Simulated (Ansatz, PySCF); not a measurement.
This PySCF input computes a r2SCAN/def2-TZVPD energy:

```python
from pyscf import gto, scf, dft

mol = gto.M(
    atom='''
    Ga    0.00000000    0.00000000    0.00000000
    Cl   -0.00000000   -0.00000000   -2.03809334
    Cl    0.00000000    0.00000000    2.03809334
    ''',
    basis='def2-tzvpd',
    charge=1,
    spin=0,
    verbose=4,
)

mf = dft.RKS(mol, xc='r2scan').density_fit(auxbasis='def2-universal-jkfit')
mf.grids.level = 4
mf.conv_tol = 1e-9
mf.max_cycle = 100
mf.max_memory = 1500
mf.kernel()
if not mf.converged:
    mf = mf.newton()
    mf.kernel(mf.make_rdm1())
mf.analyze()
```

Q: Write an input for the same energy in Ansatz (a program for electronic structure) and say what it gives.

A: 
Ansatz 0.2 input:
```yaml
crystal:
  periodic: [false, false, false]
  atoms:
    - {symbol: Ga, position_ang: [0.00000000, 0.00000000, 0.00000000]}
    - {symbol: Cl, position_ang: [-0.00000000, -0.00000000, -2.03809334]}
    - {symbol: Cl, position_ang: [0.00000000, 0.00000000, 2.03809334]}
basis:
  gaussian:
    orbitals: def2-TZVPD
hamiltonian:
  xc: {name: r2SCAN}
total_charge: 1
output: {forces: true}
```
It gives -2844.99369 Eh, and PySCF -2844.99365 Eh, a difference of 0.04 mEh, from the treatment of integrals and grids.

It need not be the lowest isomer of its formula.
